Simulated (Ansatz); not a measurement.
Compare A (`CC1OC[Se]1`) with its isomer B (`C=C([SeH])CO`).

Calculated with Ansatz (gas phase, PBE0-D4/def2-TZVP geometries, no zero-point term in ΔE). CCSD(T)/CBS adds triple-zeta CCSD(T) − MP2 to the extrapolated MP2 energy (def2 sets, frozen cores). DFT in def2-TZVPP. B3LYP here is the variant with VWN-RPA as its local correlation; programs differ in this. For Se outer-core shells are correlated without core-valence functions, which leaves a few kJ/mol of doubt a bond. Scalar relativity is left out up to krypton. Each species was taken in one conformer, which may not be the lowest.

(1) Which is lower in electronic energy at CCSD(T)/CBS, and by how much? (Estimate.)

(2) Give E(B) − E(A) in kJ/mol with PBE0-D4, MP2/def2-TZVPP, LDA (SPW92), B3LYP, ωB97M-V, B2PLYP, r2SCAN-D4. (Best estimate.)

(3) Does the order hold for the free energy at 298.15 K (harmonic terms from PBE0-D4)? (An estimate is asked.)

Largest T1 diagnostic: 0.010.

Answers

(1) The calculation gave: B, by 17.1 kJ/mol.

(2) Computed: PBE0-D4 -6.5, MP2/def2-TZVPP -12.4, LDA (SPW92) -3.5, B3LYP -20.5, ωB97M-V -13.0, B2PLYP -17.9, r2SCAN-D4 -13.5. None reverses the order clearly.

(3) Computed: Yes: G(B) − G(A) = -32.1 kJ/mol, for one conformer each.

In def2-TZVPP, CCSD(T) changes the Hartree–Fock value by +11.9 kJ/mol (the triples alone add +1.3 kJ/mol) and MP2 by +14.9 kJ/mol. At CCSD(T), def2-SVP lies −3.7 kJ/mol from the extrapolated value and def2-TZVPP +1.6 kJ/mol.
